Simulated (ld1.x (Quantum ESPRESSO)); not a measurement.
**Reading a pseudo-wave (Mn (Z = 25))**

Columns: radius, all-electron u(r) and pseudo u(r) of the 3d shell (level -14.91 eV) of manganese in the configuration [Ne] 3s2 3p6 3d5 4s1 4p0; PBE, scalar-relativistic, TM scheme, ld1.x (Quantum ESPRESSO) 7.5.

| r (bohr) | all-electron | pseudo |
| --- | --- | --- |
| 0.128 | 0.1023 | 0.0347 |
| 0.256 | 0.3690 | 0.2269 |
| 0.384 | 0.6208 | 0.5445 |
| 0.512 | 0.7897 | 0.8119 |
| 0.640 | 0.8759 | 0.9257 |
| 0.768 | 0.8982 | 0.9248 |
| 0.896 | 0.8793 | 0.8844 |
| 1.024 | 0.8368 | 0.8369 |
| 1.152 | 0.7825 | 0.7825 |
| 1.280 | 0.7235 | 0.7235 |
| 1.408 | 0.6640 | 0.6640 |
| 1.536 | 0.6065 | 0.6065 |
| 1.664 | 0.5521 | 0.5521 |
| 1.792 | 0.5013 | 0.5013 |
| 1.920 | 0.4545 | 0.4545 |
| 2.048 | 0.4115 | 0.4115 |
| 2.176 | 0.3721 | 0.3721 |
| 2.304 | 0.3362 | 0.3362 |
| 2.432 | 0.3035 | 0.3035 |
| 2.560 | 0.2738 | 0.2738 |
| 2.688 | 0.2467 | 0.2467 |
| 2.816 | 0.2222 | 0.2222 |
| 2.944 | 0.1999 | 0.1999 |
| 3.072 | 0.1797 | 0.1797 |
| 3.200 | 0.1614 | 0.1614 |
| 3.328 | 0.1449 | 0.1449 |

Task: How many radial nodes do the two functions have?

Result: The all-electron 3d function has n − l − 1 = 0; the pseudo-wave has 0.

Task: At about which radius was the pseudo-wave matched?

Result: 1.12 bohr, where the columns begin to agree (steps of 0.13 bohr).

Task: Is the pseudo-wave norm-conserving?

Result: Yes: the TM scheme keeps the norm inside the radius equal to the all-electron one, which fixes the energy derivative of the logarithmic derivative at the level.
